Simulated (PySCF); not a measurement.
Write a Z-matrix for `ClC1=CNBC=C1` as optimised with BHandHLYP/def2-SVP.

Z-matrix in Å and degrees, rows numbered from 1:
```
Cl
C   1  1.7374
C   2  1.3575  1  119.50
N   3  1.3562  2  120.31  1  -180.00
B   4  1.4250  3  123.83  2     0.12
C   5  1.5158  4  114.73  3    -0.05
C   6  1.3638  5  119.02  4     0.01
H   3  1.0833  2  121.41  1     0.11
H   4  1.0055  3  115.58  2   179.90
H   5  1.1973  4  118.30  3  -179.95
H   6  1.0857  5  123.20  4   179.98
H   7  1.0864  2  117.10  1     0.02
```

B5 (ring boron) is planar (angles 127.0°, 118.3° and 114.7°, sum 360.0°, 0.00 Å off the plane of its three neighbours). The 7 heavy atoms lie in one plane (0.000 Å rms). The C–C distances run from 1.357 Å (C2=C3, drawn double) to 1.422 Å (C2–C7, drawn single), a spread of 0.065 Å. N4 (ring nitrogen) is planar (angles 123.8°, 120.6° and 115.6°, sum 360.0°, 0.00 Å off the plane of its three neighbours).

Theory: PySCF, BHandHLYP/def2-SVP geometry optimisation, gas phase.

Point group: Cs (tolerance 0.08 Å). Whether it is a minimum is left open (no frequencies).
